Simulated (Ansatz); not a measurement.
Reaction (silylene loss): `FC(Cl)O[SiH3]` → `OC(F)Cl` + `[SiH2]`

Computed with Ansatz on PBE0-D4/def2-TZVP structures; ΔE is electronic, products minus reactants. CBS: MP2 limit from def2 TZ/QZ plus the TZ coupled-cluster correction, frozen cores. This one scheme is used for every species. DFT in def2-TZVPP. B3LYP here is the variant with VWN-RPA as its local correlation; programs differ in this. One conformer a species, not always the lowest.

`FC(Cl)O[SiH3]`:

Cartesian coordinates in Å:
```
F -0.750 1.572 0.693
C -1.075 0.740 -0.332
Cl -2.347 -0.375 0.279
O 0.003 0.085 -0.782
Si 1.175 -0.675 0.147
H -1.532 1.327 -1.128
H 0.545 -1.522 1.185
H 1.925 -1.489 -0.833
H 2.056 0.338 0.771
```

`OC(F)Cl`:

Cartesian coordinates in Å:
```
O 0.356 -0.903 -0.570
C 0.202 0.255 0.100
F 0.093 0.046 1.436
Cl -1.271 1.146 -0.405
H -0.439 -1.441 -0.466
H 1.058 0.897 -0.095
```

`[SiH2]`:

Cartesian coordinates in Å:
```
Si 0.262 -0.645 0.150
H 0.198 0.683 0.899
H -0.460 -0.038 -1.049
```

(1) Is it downhill or uphill in electronic energy at CCSD(T)/CBS, and by how much? (Best estimate.)

(2) What do these levels give: B97M-V, B3LYP-D4, r2SCANh-D4, CAM-B3LYP-D4, B2PLYP, PBE-QIDH, r2SCAN, B3LYP, r2SCANh, CAM-B3LYP, RPA@PBE/def2-TZVPP, CCSD(T)/def2-TZVPP? (Best estimate.)

Largest T1 diagnostic among the species: 0.014.

## Answers

(1) Ansatz gave: Uphill: ΔE = +315.2 kJ/mol.

(2) Computed: B97M-V 309.0, B3LYP-D4 312.3, r2SCANh-D4 332.9, CAM-B3LYP-D4 322.2, B2PLYP 312.5, PBE-QIDH 327.3, r2SCAN 330.1, B3LYP 299.1, r2SCANh 330.6, CAM-B3LYP 314.7, RPA@PBE/def2-TZVPP 292.1, CCSD(T)/def2-TZVPP 308.2 kJ/mol.

At CCSD(T), def2-SVP lies −21.7 kJ/mol from the extrapolated value and def2-TZVPP −7.0 kJ/mol. The D4 term adds +13.2 kJ/mol with B3LYP and +7.2 kJ/mol with PBE0; it sums over pairs of atoms, weighted by their polarisabilities, and B3LYP, whose exchange is more repulsive, gets the larger term.
